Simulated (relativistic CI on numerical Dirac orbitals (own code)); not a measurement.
# Ir VII: computed level list

Calculated at this level of theory: Dirac-Coulomb-Breit CI, separate exchange-only KLI orbitals for each configuration, QED by a radiative potential, unscaled Slater integrals (own radial code, finite nucleus).

CI space (outside the closed core [Kr] 4d10): 4f¹⁴5s²5p⁶5d³, 4f¹⁴5s²5p⁶5d²6s, 4f¹⁴5s²5p⁶5d²5f, 4f¹⁴5s²5p⁶5d²6p, 4f¹⁴5s²5p⁵5d⁴, 4f¹⁴5s²5p⁶5d²5g, 4f¹⁴5s²5p⁶5d²6d, 4f¹⁴5s²5p⁶5d6s6p, 4f¹⁴5s²5p⁶5d²7s, 4f¹⁴5s²5p⁶5d²7p, 4f¹⁴5s²5p⁶5d²6f, 4f¹⁴5s²5p⁶5d²7d, 4f¹⁴5s²5p⁵5d³5f, 4f¹⁴5s²5p⁶5d²8s, 4f¹⁴5s²5p⁶5d5f6s, 4f¹⁴5s5p⁶5d⁴, 4f¹⁴5s²5p⁶5d²8p, 4f¹³5s²5p⁶5d⁴, 4f¹⁴5s²5p⁵5d³5g, 4f¹⁴5s²5p⁵5d³6s, 4f¹⁴5s²5p⁶5d5f5g, 4f¹⁴5s5p⁶5d³5f, 4f¹³5s²5p⁶5d³6s, 4f¹⁴5s²5p⁶5d5g6p, 4f¹⁴5s²5p⁶5d6s², 4f¹⁴5s²5p⁶5f6s², 4f¹⁴5s²5p⁶6s²6p, 4f¹⁴5s²5p⁶5g6s², 4f¹⁴5s²5p⁶6s²6d, 4f¹⁴5s²5p⁶5d5f², 4f¹⁴5s²5p⁶5f²6s, 4f¹⁴5s²5p⁶5f³, 4f¹⁴5s²5p⁶5f²6p, 4f¹⁴5s²5p⁶5f²5g, 4f¹⁴5s²5p⁶5f²6d, 4f¹⁴5s²5p⁶5d5g², 4f¹⁴5s²5p⁶5g²6s, 4f¹⁴5s²5p⁶5f5g², 4f¹⁴5s²5p⁶5g²6p, 4f¹⁴5s²5p⁶5g³, 4f¹⁴5s²5p⁶5g²6d, 4f¹⁴5s²5p⁶5d6p², 4f¹⁴5s²5p⁶6s6p², 4f¹⁴5s²5p⁶5f6p², 4f¹⁴5s²5p⁶6p³, 4f¹⁴5s²5p⁶5g6p², 4f¹⁴5s²5p⁶6p²6d, 4f¹⁴5s²5p⁶5d5f6p, 4f¹⁴5s²5p⁶5f6s6p, 4f¹⁴5s²5p⁶5f5g6p, 4f¹⁴5s²5p⁶5f6p6d, 4f¹⁴5s²5p⁶5d5g6s, 4f¹⁴5s²5p⁶5f5g6s, 4f¹⁴5s²5p⁶5g6s6p, 4f¹⁴5s²5p⁶5g6s6d, 4f¹⁴5p⁶5d⁵, 4f¹⁴5p⁵5d⁶, 4f¹⁴5s5p⁶5d²6s², 4f¹⁴5s5p⁶5d5f6s², 4f¹⁴5s5p⁶5d6s²6p, 4f¹⁴5s5p⁶5d5g6s², 4f¹⁴5s5p⁶5d6s²6d. Double excitations out of closed p, d and f shells are left out; levels of such configurations are missing from the list, as are those of other unlisted configurations, and high levels can miss mixing partners. These lack a partner that the ground configuration has and come out too high: 4f¹⁴5s²5p⁶5d²7s, 4f¹⁴5s²5p⁶5d²7p, 4f¹⁴5s²5p⁶5d²6f, 4f¹⁴5s²5p⁶5d²7d, 4f¹⁴5s²5p⁵5d³5f.

The lowest level is 4f¹⁴5s²5p⁶5d³ ⁴F3/2, with 83 % of that term; Hund's rules for 4f¹⁴5s²5p⁶5d³ give ⁴F with J = 3/2, in agreement.

| No. | Configuration | Term | J | E (cm⁻¹) | % | Lifetime (s) | jj configuration (%) |
| --- | --- | --- | --- | --- | --- | --- | --- |
| 1 | 4f¹⁴5s²5p⁶5d³ | ⁴F | 3/2 | 0.0 | 83 |  | 5d3/2^3 (71) |
| 2 | 4f¹⁴5s²5p⁶5d³ | ⁴F | 5/2 | 7249.5 | 94 | 6.98e-02 | 5d3/2^2 5d5/2 (90) |
| 3 | 4f¹⁴5s²5p⁶5d³ | ⁴F | 7/2 | 13208.5 | 85 | 1.33e-01 | 5d3/2^2 5d5/2 (54) |
| 4 | 4f¹⁴5s²5p⁶5d³ | ⁴F | 9/2 | 17184.5 | 58 | 8.37e-01 | 5d3/2^2 5d5/2 (63) |
| 5 | 4f¹⁴5s²5p⁶5d³ | ⁴P | 3/2 | 17956.8 | 49 | 4.06e-02 | 5d3/2^2 5d5/2 (78) |
| 6 | 4f¹⁴5s²5p⁶5d³ | ⁴P | 1/2 | 20654.6 | 71 | 1.78e-01 | 5d3/2^2 5d5/2 (95) |
| 7 | 4f¹⁴5s²5p⁶5d³ | ²G | 7/2 | 27228.8 | 82 | 1.71e-02 | 5d3/2 5d5/2^2 (66) |
| 8 | 4f¹⁴5s²5p⁶5d³ | ²H | 9/2 | 28399.5 | 57 | 2.63e-02 | 5d3/2 5d5/2^2 (48) |
| 9 | 4f¹⁴5s²5p⁶5d³ | ⁴P | 5/2 | 29787.0 | 90 | 4.91e-02 | 5d3/2 5d5/2^2 (60) |
| 10 | 4f¹⁴5s²5p⁶5d³ | ²D | 3/2 | 33671.6 | 45 | 8.18e-03 | 5d3/2 5d5/2^2 (92) |
| 11 | 4f¹⁴5s²5p⁶5d³ | ²P | 1/2 | 35384.6 | 71 | 1.80e-02 | 5d3/2 5d5/2^2 (95) |
| 12 | 4f¹⁴5s²5p⁶5d³ | ²H | 11/2 | 38197.8 | 99 | 5.51e-02 | 5d3/2 5d5/2^2 (99) |
| 13 | 4f¹⁴5s²5p⁶5d³ | ²D | 5/2 | 41442.1 | 90 | 1.49e-02 | 5d3/2 5d5/2^2 (66) |
| 14 | 4f¹⁴5s²5p⁶5d³ | ²G | 9/2 | 43755.3 | 57 | 1.07e-02 | 5d5/2^3 (77) |
| 15 | 4f¹⁴5s²5p⁶5d³ | ²F | 5/2 | 48360.1 | 86 | 2.66e-02 | 5d3/2 5d5/2^2 (52) |
| 16 | 4f¹⁴5s²5p⁶5d³ | ²P | 3/2 | 48859.7 | 56 | 8.15e-03 | 5d5/2^3 (83) |
| 17 | 4f¹⁴5s²5p⁶5d³ | ²F | 7/2 | 49175.9 | 94 | 2.44e-02 | 5d3/2 5d5/2^2 (86) |
| 18 | 4f¹⁴5s²5p⁶5d³ | ²D | 3/2 | 73727.7 | 98 | 5.05e-03 | 5d3/2 5d5/2^2 (82) |
| 19 | 4f¹⁴5s²5p⁶5d³ | ²D | 5/2 | 74964.9 | 85 | 3.45e-03 | 5d5/2^3 (65) |
| 20 | 4f¹⁴5s²5p⁶5d²6s | ⁴F | 3/2 | 144799.0 | 91 | 5.33e-05 | 5d3/2^2 6s (89) |
| 21 | 4f¹⁴5s²5p⁶5d²6s | ⁴F | 5/2 | 148193.6 | 77 | 4.60e-05 | 5d3/2^2 6s (77) |
| 22 | 4f¹⁴5s²5p⁶5d²6s | ⁴F | 7/2 | 157009.0 | 94 | 4.63e-05 | 5d3/2 5d5/2 6s (94) |
| 23 | 4f¹⁴5s²5p⁶5d²6s | ²F | 5/2 | 163336.0 | 59 | 3.39e-05 | 5d3/2 5d5/2 6s (79) |
| 24 | 4f¹⁴5s²5p⁶5d²6s | ⁴P | 1/2 | 164716.6 | 89 | 3.49e-05 | 5d3/2^2 6s (71) |
| 25 | 4f¹⁴5s²5p⁶5d²6s | ⁴F | 9/2 | 164844.4 | 90 | 4.41e-05 | 5d5/2^2 6s (51) |
| 26 | 4f¹⁴5s²5p⁶5d²6s | ⁴P | 3/2 | 169458.5 | 85 | 3.55e-05 | 5d3/2 5d5/2 6s (97) |
| 27 | 4f¹⁴5s²5p⁶5d²6s | ⁴P | 5/2 | 169862.7 | 54 | 3.36e-05 | 5d3/2 5d5/2 6s (98) |
| 28 | 4f¹⁴5s²5p⁶5d²6s | ²F | 7/2 | 174531.3 | 66 | 3.08e-05 | 5d3/2 5d5/2 6s (78) |
| 29 | 4f¹⁴5s²5p⁶5d²6s | ²D | 3/2 | 174834.1 | 58 | 3.55e-05 | 5d3/2 5d5/2 6s (76) |
| 30 | 4f¹⁴5s²5p⁶5d²6s | ²P | 1/2 | 181254.7 | 90 | 3.06e-05 | 5d3/2 5d5/2 6s (83) |
| 31 | 4f¹⁴5s²5p⁶5d²6s | ²G | 9/2 | 183929.0 | 90 | 3.41e-05 | 5d3/2 5d5/2 6s (50) |
| 32 | 4f¹⁴5s²5p⁶5d²6s | ²D | 5/2 | 184604.9 | 54 | 3.39e-05 | 5d5/2^2 6s (98) |
| 33 | 4f¹⁴5s²5p⁶5d²6s | ²G | 7/2 | 186118.4 | 69 | 3.23e-05 | 5d5/2^2 6s (73) |
| 34 | 4f¹⁴5s²5p⁶5d²6s | ²P | 3/2 | 192107.7 | 74 | 3.06e-05 | 5d5/2^2 6s (83) |
| 35 | 4f¹⁴5s²5p⁶5d²6s | ²S | 1/2 | 214625.1 | 90 | 2.93e-05 | 5d5/2^2 6s (85) |
| 36 | 4f¹⁴5s²5p⁶5d²6p | ⁴G° | 5/2 | 223577.8 | 62 | 3.38e-10 | 5d3/2^2 6p1/2 (94) |
| 37 | 4f¹⁴5s²5p⁶5d²6p | ⁴F° | 3/2 | 229573.6 | 49 | 8.78e-11 | 5d3/2^2 6p1/2 (86) |
| 38 | 4f¹⁴5s²5p⁶5d²6p | ⁴G° | 7/2 | 237516.9 | 70 | 2.13e-10 | 5d3/2 5d5/2 6p1/2 (94) |
| 39 | 4f¹⁴5s²5p⁶5d²6p | ⁴F° | 5/2 | 239008.4 | 43 | 1.02e-10 | 5d3/2 5d5/2 6p1/2 (96) |
| 40 | 4f¹⁴5s²5p⁶5d²6p | ⁴D° | 1/2 | 242912.1 | 56 | 7.91e-11 | 5d3/2^2 6p1/2 (73) |
| 41 | 4f¹⁴5s²5p⁶5d²6p | ⁴G° | 9/2 | 247502.6 | 35 | 1.37e-10 | 5d3/2 5d5/2 6p1/2 (63) |
| 42 | 4f¹⁴5s²5p⁶5d²6p | ⁴D° | 3/2 | 247704.0 | 31 | 9.44e-11 | 5d3/2 5d5/2 6p1/2 (83) |
| 43 | 4f¹⁴5s²5p⁶5d²6p | ²D° | 5/2 | 248812.8 | 24 | 1.26e-10 | 5d3/2 5d5/2 6p1/2 (66) |
| 44 | 4f¹⁴5s²5p⁶5d²6p | ²S° | 1/2 | 248906.6 | 40 | 9.36e-11 | 5d3/2 5d5/2 6p1/2 (87) |
| 45 | 4f¹⁴5s²5p⁶5d²6p | ⁴D° | 7/2 | 249092.9 | 37 | 8.27e-11 | 5d3/2 5d5/2 6p1/2 (52) |
| 46 | 4f¹⁴5s²5p⁶5d²6p | ²D° | 3/2 | 252457.1 | 35 | 8.37e-11 | 5d3/2^2 6p3/2 (86) |
| 47 | 4f¹⁴5s²5p⁶5d²6p | ⁴D° | 3/2 | 253033.9 | 46 | 7.16e-11 | 5d3/2 5d5/2 6p1/2 (80) |
| 48 | 4f¹⁴5s²5p⁶5d²6p | ⁴D° | 5/2 | 254180.3 | 32 | 5.98e-11 | 5d3/2^2 6p3/2 (62) |
| 49 | 4f¹⁴5s²5p⁶5d²6p | ²G° | 7/2 | 255729.1 | 33 | 6.68e-11 | 5d3/2^2 6p3/2 (77) |
| 50 | 4f¹⁴5s²5p⁶5d²6p | ⁴D° | 1/2 | 257673.6 | 82 | 9.48e-11 | 5d3/2^2 6p3/2 (77) |
| 51 | 4f¹⁴5s²5p⁶5d²6p | ⁴G° | 9/2 | 261718.5 | 55 | 1.58e-10 | 5d3/2 5d5/2 6p3/2 (59) |
| 52 | 4f¹⁴5s²5p⁶5d²6p | ²G° | 7/2 | 261997.8 | 53 | 8.34e-11 | 5d5/2^2 6p1/2 (39) |
| 53 | 4f¹⁴5s²5p⁶5d²6p | ²F° | 5/2 | 264471.6 | 36 | 1.31e-10 | 5d3/2 5d5/2 6p3/2 (47) |
| 54 | 4f¹⁴5s²5p⁶5d²6p | ⁴S° | 3/2 | 264791.0 | 36 | 7.43e-11 | 5d5/2^2 6p1/2 (82) |
| 55 | 4f¹⁴5s²5p⁶5d²6p | ⁴F° | 9/2 | 266427.5 | 41 | 8.18e-11 | 5d5/2^2 6p1/2 (38) |
| 56 | 4f¹⁴5s²5p⁶5d²6p | ²F° | 7/2 | 266450.9 | 42 | 7.94e-11 | 5d3/2 5d5/2 6p3/2 (69) |
| 57 | 4f¹⁴5s²5p⁶5d²6p | ²F° | 5/2 | 267081.4 | 59 | 5.34e-11 | 5d3/2 5d5/2 6p3/2 (49) |
| 58 | 4f¹⁴5s²5p⁶5d²6p | ⁴D° | 3/2 | 268276.4 | 70 | 9.91e-11 | 5d3/2 5d5/2 6p3/2 (77) |
| 59 | 4f¹⁴5s²5p⁶5d²6p | ⁴D° | 7/2 | 270472.9 | 41 | 6.28e-11 | 5d3/2 5d5/2 6p3/2 (78) |
| 60 | 4f¹⁴5s²5p⁶5d²6p | ⁴G° | 11/2 | 271254.1 | 91 | 2.20e-10 | 5d5/2^2 6p3/2 (52) |
| 61 | 4f¹⁴5s²5p⁶5d²6p | ⁴P° | 3/2 | 273520.9 | 60 | 8.65e-11 | 5d3/2^2 6p3/2 (45) |
| 62 | 4f¹⁴5s²5p⁶5d²6p | ⁴P° | 1/2 | 273699.1 | 40 | 7.79e-11 | 5d3/2 5d5/2 6p3/2 (86) |
| 63 | 4f¹⁴5s²5p⁶5d²6p | ²D° | 5/2 | 276539.4 | 48 | 8.92e-11 | 5d3/2 5d5/2 6p3/2 (68) |
| 64 | 4f¹⁴5s²5p⁶5d²6p | ²G° | 9/2 | 277140.6 | 73 | 4.76e-11 | 5d3/2 5d5/2 6p3/2 (65) |
| 65 | 4f¹⁴5s²5p⁶5d²6p | ⁴P° | 5/2 | 279554.9 | 39 | 1.09e-10 | 5d3/2 5d5/2 6p3/2 (91) |
| 66 | 4f¹⁴5s²5p⁶5d²6p | ⁴D° | 7/2 | 279737.3 | 50 | 8.10e-11 | 5d3/2 5d5/2 6p3/2 (75) |
| 67 | 4f¹⁴5s²5p⁶5d²6p | ²P° | 3/2 | 280412.8 | 49 | 6.14e-11 | 5d3/2 5d5/2 6p3/2 (61) |
| 68 | 4f¹⁴5s²5p⁶5d²6p | ²P° | 1/2 | 282477.0 | 52 | 7.44e-11 | 5d5/2^2 6p3/2 (54) |
| 69 | 4f¹⁴5s²5p⁶5d²6p | ²D° | 3/2 | 283105.0 | 68 | 6.88e-11 | 5d3/2 5d5/2 6p3/2 (78) |
| 70 | 4f¹⁴5s²5p⁶5d²6p | ²D° | 5/2 | 284344.7 | 69 | 6.89e-11 | 5d3/2 5d5/2 6p3/2 (55) |

Energies count from the lowest computed level; ° marks odd parity; lifetimes are radiative, by E1, M1, E2 decay to levels of this space only. Filled j subshells are mostly left out of the jj labels.

The mean weight of the leading LS term, summed over parents, in these 70 levels is 63 %, and that of the leading jj configuration (from the same eigenvectors) 74 %, so jj coupling describes them better and the LS labels are nominal.

At this charge configurations can still be misplaced by up to about 7 % of their energy. Terms inside the open d or f shell come out 10 to 20 % too wide with unscaled integrals. Levels and lines within the n = 5 or 6 shells can be off by up to 10 % or somewhat more, and those that change n by about 2 %, since core polarisation is missing.

LS names give the leading component of a level, which can be under half, so a name can repeat, a term be missing and a line seem to break the LS rules.
